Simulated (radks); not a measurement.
Valence configurations of Sr I (all share [Kr]). Calculated with a radial shooting solver on a logarithmic mesh with Libxc functionals: Dirac Kohn-Sham, PBE, spin-unpolarised, spherical densities, point nucleus; open shells fill j = l - 1/2 first. Energies are relative to 5s2; eigenvalues in eV.

valence,E (eV),e(4d3/2),e(5p1/2),e(5s1/2)
5s2,0.000,-,-,-3.526
5s1 5p1,2.252,-,-1.849,-4.153
4d1 5s1,2.303,-0.918,-,-3.278
4d1.5 5s0.5,3.489,-0.870,-,-3.252
4d0.5 5s1.5,1.134,-1.052,-,-3.362
5s1.5 5p0.5,1.113,-,-1.601,-3.854
4d0.5 5s0.5 5p1,3.282,-1.820,-1.753,-3.944
4d1 5s0.5 5p0.5,3.327,-1.254,-1.480,-3.546
4d2,4.682,-0.881,-,-
4d1 5p1,4.368,-1.587,-1.701,-

NIST lists [Kr] 5s2 as the ground configuration; this level of theory agrees among the configurations tried. The energies are those of spherical spin-averaged densities, not of single terms.
